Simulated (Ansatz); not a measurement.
`FB[O][GeH3]`, relaxed with RKS PBE0-D4/def2-TZVP in the Gaussian-basis code of Ansatz from a PBE-D4/def2-SVP geometry. The force threshold is 0.005 eV/Å; the program also tests the step.

The species carries charge 0 and has multiplicity 1.

Start:

```xyz
8

F     2.604    0.601    0.875
B     1.343    0.160    0.793
O     0.656    0.412   -0.342
Ge   -1.060   -0.095   -0.693
H     0.882   -0.447    1.748
H    -1.656   -0.752    0.577
H    -0.971   -1.085   -1.876
H    -1.798    1.206   -1.081
```

Question: By how much does the energy fall, and how many steps does the optimiser take? (Best estimate.)

Answer: Ansatz gave: 2.58 kJ/mol, in 9 steps, 1 of them rejected.

Question: Which bonds change most? (An estimate is asked.)

Answer: Ansatz gave: O3–Ge4 from 1.823 to 1.794 Å; B2–H5 from 1.222 to 1.202 Å; Ge4–H6 from 1.549 to 1.535 Å; Ge4–H7 from 1.546 to 1.532 Å.

Question: Give the relaxed structure. (Best estimate.)

Answer: Ansatz gave: 
```xyz
8

F     2.587    0.579    0.859
B     1.327    0.164    0.790
O     0.652    0.365   -0.346
Ge   -1.046   -0.102   -0.693
H     0.859   -0.373    1.758
H    -1.627   -0.778    0.556
H    -0.979   -1.056   -1.889
H    -1.773    1.201   -1.037
```
